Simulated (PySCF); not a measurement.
**C5H3NOS: full NMR table**

```yaml
Formula: C5H3NOS
SMILES: N#CSc1ccco1
Point_group_of_the_computed_structure: C1
Degrees_of_unsaturation: 5
Carbon_signals: 5
Proton_signals: 3
```

Numbering as in the mapped SMILES `[N:1]#[C:2][S:3][c:4]1[cH:5][cH:6][cH:7][o:8]1` (H(Xn): hydrogen on atom n).

[PySCF 2.14.0 with density-fitted response routines: coordinates at the PBE0-D3(BJ)/def2-TZVP level; shieldings: GIAO B97-2/pcSseg-2; gas phase; one computed conformer; relativity neglected]

References, each an isolated molecule treated in the same way: ¹H (σ = 31.64 ppm), ¹³C (σ = 185.38 ppm) vs TMS; ¹⁵N (σ = 261.75 ppm) against NH3; H2O for ¹⁷O (σ = 327.66 ppm); ³³S (σ = 517.10 ppm) vs CS2.

```tsv
carbon	δC, type	δH (multiplicity)	HMBC from (2–3 bonds)	span of the C tensor (ppm)
C2	114.6, C	–	–	337
C4	140.8, C	–	H(C7), H(C5), H(C6)	108
C5	130.6, CH	7.11 (m)	H(C7), H(C6)	185
C6	119.0, CH	6.73 (m)	H(C7), H(C5)	175
C7	155.7, CH	7.83 (m)	H(C5), H(C6)	156
```

Other nuclei:
```csv
atoms,nucleus,environment,δ (ppm),σ (ppm)
N1,¹⁵N,nitrile nitrogen,321.2,-59.4
O8,¹⁷O,aromatic ring oxygen,319.0,8.6
S3,³³S,sulfide sulfur,-3,519.7
```

- Carbon types of the structure: 2 × C, 3 × CH, which accounts for all hydrogens.
- δC 155.7: aromatic CH next to the ring oxygen.
- δC 140.8: aromatic carbon bearing sulfur.
- δC 130.6, 119.0: aromatic CH.
- δC 114.6: nitrile carbon; this is the usual window of a C≡N carbon, which has no attached hydrogen.
- δH 7.83: hydrogen on an aromatic CH next to the ring oxygen; the ring current deshields protons in the ring plane.

Shifts are as computed. Against solution values, carbons near 30 ppm lie about +3 ppm off and those near 130 ppm about +7 ppm; carbons on S a further +4 ppm. Of 1211 compounds with measured shifts, 218 miss one by over three times the rms of a fit or turn the order of signals round; such compounds aren't used in these exercises. Unscaled 17O shifts of doubly bonded oxygen tend to come out too high, by tens of ppm or more. Experimental scales use liquid or dissolved standards, which lie at an offset from isolated NH3 (liquid NH3: subtract about 20 ppm) and H2O (liquid H2O: subtract about 36 ppm). Unscaled 15N shifts of sp2 nitrogen come out 20 to 40 ppm too high even then. No couplings were computed; multiplicities are counted from neighbouring protons, with m where these are inequivalent, close in shift, in a saturated or five-membered ring or joined by F or P, and br s for small geminal =CH2 splittings.
